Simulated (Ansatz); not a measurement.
## Reading a saddle point

A first-order saddle point of Si₂NH₇ClOF₃, closed shell, PBE0-D4/def2-TZVP, with one imaginary mode of 464i cm⁻¹:

Si1  (-0.391, -0.115, 1.243)
O2  (0.126, -0.271, -0.618)
Si3  (0.503, -1.641, -1.527)
F4  (-0.795, 0.135, 2.793)
F5  (-1.838, -0.576, 0.772)
Cl6  (1.058, -1.525, 1.651)
H7  (-0.378, 1.948, -0.175)
N8  (0.035, 1.622, 0.982)
H9  (-0.225, 0.574, -1.121)
F10  (-0.623, 1.891, -1.297)
H11  (1.954, -1.907, -1.434)
H12  (-0.288, -2.786, -1.034)
H13  (0.128, -1.288, -2.916)
H14  (1.042, 1.750, 0.930)
H15  (-0.306, 2.188, 1.752)
(Å)

Computed with Ansatz 0.2.0 (basis: def2-TZVPP and def2-QZVPP); correlated methods freeze the cores. Extrapolation: Hartree–Fock as exp(−7.88 √X), correlation as X^−2.97.

Task: Which contacts change along the imaginary mode, and what lies on either side? (Judge from chemistry; the calculation decides.)

Result: The calculation gives: The step is Si₂H₃ClOF₂ ([F][Si]([F])([Cl])[O][SiH3]) + NH₃ + HF → SiNH₂ClF₂ ([NH2][Si]([F])([F])[Cl]) + SiH₄O ([OH][SiH3]) + HF, with the molecules in contact on both sides. Shortening one way: Si1–N8, O2–H9, H7–F10; lengthening the same way: Si1–O2, H7–N8, H9–F10.
| pair | one side (Å) | saddle (Å) | other side (Å) |
| --- | --- | --- | --- |
| Si1–N8 | 2.02 | 1.81 | 1.71 |
| O2–H9 | 1.63 | 1.04 | 0.97 |
| H7–F10 | 2.00 | 1.15 | 0.96 |
| Si1–O2 | 1.66 | 1.94 | 3.22 |
| H7–N8 | 1.02 | 1.27 | 1.70 |
| H9–F10 | 0.95 | 1.39 | 1.91 |

Task: Which side is lower, and how far does the saddle lie above each? (An estimate is asked for; the value comes from the calculation.)

Result: By the calculation: The side with Si1–O2, H7–N8, H9–F10 short is lower by 0.646 eV; the saddle lies 1.006 eV above it and 0.360 eV above the other (CCSD(T) at an estimated basis limit (MP2 extrapolated from triple and quadruple zeta, plus CCSD(T) − MP2 in triple zeta); electronic energies).

No T1 diagnostic of these runs exceeds 0.012.

Labels in which every atom is bracketed show which atoms are joined, not bond orders.

For scale, one of the runs: CCSD(T)/def2-TZVPP, 379 basis functions, launched by `ansatz run in.yaml --threads 4 --pin off --events-out ev --progress --plain --max-ram 66560MiB --backend cuda --devices 0, --max-vram 37GiB`. Hardware: 4 CPU threads of an AMD EPYC 7R13 and a share of one NVIDIA H100, shared host. Wall time 21 s; peak host memory 0.9 GiB.
